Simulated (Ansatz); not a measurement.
System: sum formula BH₃S₃, charge 0, multiplicity 1. 
Structure (B3LYP-D3(BJ)/def2-TZVP (Ansatz, a quantum-chemistry and plane-wave program) minimum search):
SMILES: SB(S)S
```xyz
7

S      1.3678    -1.1528    -0.2197
B     -0.0061     0.0105    -0.0032
S     -1.2405    -0.3290     1.2730
S      0.0074     1.4315    -1.1243
H      1.0136    -2.0175     0.7458
H     -2.0310     0.7403     1.0851
H     -1.1078     2.0304    -0.6788
```

Atomisation energy built up term by term with Ansatz (kcal/mol; UHF references for open shells; valence terms freeze the core; atomic spin-orbit terms are left out). CBS marks a two-point X^-3 extrapolation of the correlation energy; Hartree-Fock from the larger set (for Q and 5 zeta extrapolated as (X+1)exp(-9√X)).

```
term                                            basis  kcal/mol
-----------------------  ----------------------------  --------
Hartree-Fock             CBS(cc-pV(Q+d)Z,cc-pV(5+d)Z)    389.01
CCSD correlation         CBS(cc-pV(Q+d)Z,cc-pV(5+d)Z)    142.30
(T)                      CBS(cc-pV(Q+d)Z,cc-pV(5+d)Z)     13.32
core correlation                            cc-pwCVTZ      2.46
scalar relativity (X2C)    cc-pVTZ-DK against cc-pVTZ     -1.21
sum: De                                                   545.9
```

(T) makes 2.4 % of the CCSD(T) atomisation energy; under 5 % is typical of single-reference molecules.
